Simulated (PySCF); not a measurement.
A GIAO shielding run with PySCF 2.14 (density fitting, non-relativistic, gas phase) on SMILES CSC1=NN=C(C)N1C, C5H9N3S:

```
$ OMP_NUM_THREADS=1 python probes_run.py task.json out

{"job": {"kind": "nmr", "xc": "PBE0", "basis": "pcSseg-1"}, "charge": 0, "multiplicity": 1}
C      3.440791    -0.159577    -0.467393
S      2.156377    -0.743493     0.665683
C      0.788701    -0.014097    -0.117522
N      0.823401     0.732444    -1.186273
N     -0.441581     1.097241    -1.461181
C     -1.228606     0.574787    -0.567529
C     -2.698176     0.720126    -0.494333
N     -0.493813    -0.156366     0.332889
C     -0.962809    -0.896623     1.466957
H      3.278791    -0.610328    -1.440982
H      4.392289    -0.468532    -0.046643
H      3.374520     0.920485    -0.539893
H     -3.181633    -0.252696    -0.577402
H     -3.024555     1.354951    -1.311570
H     -2.991109     1.171275     0.453475
H     -0.104735    -1.258829     2.030774
H     -1.564417    -1.748687     1.142491
H     -1.572196    -0.255763     2.106795
```

Hardware: 1 thread of an Arm Neoverse V1, shared host. The job also computes population analyses, field gradients, ring-centre shieldings.

Q: How large is the calculation?

A: 76 electrons, 205 basis functions and 1070 auxiliary functions.

Q: How long does it take?

A: 54 s of wall time, with 14 SCF cycles and 5 response iterations. Times on a shared host scatter by some tens of per cent.
